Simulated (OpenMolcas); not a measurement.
Co4+.

* Program: OpenMolcas
* Basis: ANO-RCC-VQZP [7s6p4d3f2g1h]
* Scalar Hamiltonian: DKH2, point nucleus
* Active space: 5 electrons in 10 orbitals (3d 4d)
* State averaging: 2S+1 = 6 even, 1 root; 2S+1 = 4 even, 24 roots; 2S+1 = 2 even, 53 roots
* Spin-orbit coupling: state interaction with AMFI integrals over the reference wave functions, term energies averaged over their components

Two sets of levels on these reference wave functions, in cm-1 above 3d5 6S 5/2: one from CASSCF and one from MS-CASPT2, IPEA 0.25 Eh, imaginary shift 0.1 Eh (closed shells correlated: 3s 3p).

| Level | Set 1 | Set 2 |
| --- | --- | --- |
| 3d5 6S 5/2 | 0.0 | 0.0 |
| 3d5 4G 5/2 | 38560 | 41350 |
| 3d5 4G 7/2 | 38630 | 41410 |
| 3d5 4G 9/2 | 38670 | 41450 |
| 3d5 4G 11/2 | 38680 | 41450 |
| 3d5 4P 5/2 | 42630 | 47370 |
| 3d5 4P 3/2 | 42740 | 47470 |
| 3d5 4P 1/2 | 42870 | 47590 |
| 3d5 4D 7/2 | 46370 | 51440 |
| 3d5 4D 1/2 | 46470 | 51540 |
| 3d5 4D 3/2 | 46600 | 51660 |
| 3d5 4D 5/2 | 46650 | 51710 |
| 3d5 2I 11/2 | 56380 | 59020 |
| 3d5 2I 13/2 | 56520 | 59140 |
| 3d5 2D 5/2 [64 %] | 59690 | 66020 |
| 3d5 2D 3/2 | 60410 | 66870 |

Which set is which?

Set 1 is MS-CASPT2. Its levels of the other terms of 3d5 lie at 0.90 to 0.96 of the other set's values, as expected, since terms of lower spin or lower L gain more correlation energy than the Hund ground term. Against 8 measured levels (Sugar and Corliss, J. Phys. Chem. Ref. Data 10, 1097 (1981)) the mean absolute deviation is 1900 cm-1 with it and 6900 cm-1 without; single levels miss by up to 2600 cm-1 with it.

Term energies are means over components that CASPT2 splits; among the terms shown or strongly mixed into the levels shown the widest spread is 580 cm-1 (3d5 2I, MS-CASPT2). Active for correlation alone: 4d; no level in the range computed is led by a configuration that fills it, so any true level of that kind is missing. Without dynamic correlation excited terms often stand tens of per cent too high (terms of higher spin than the ground term too low), and those without a measured partner can miss by more than the paired ones (holds for CASSCF). Computed and measured levels are paired by configuration, term and J; levels that our copy of the source lacks, or whose pairing is in doubt (as where it misses far off the trend of its configuration), stay unpaired and out of the deviations. Levels of configurations outside the active space are missing. Levels that lie high or do not pair safely by name in every column are left out.

A share in square brackets marks a mixed level and gives the weight of the term that names it, the lowest over the columns.
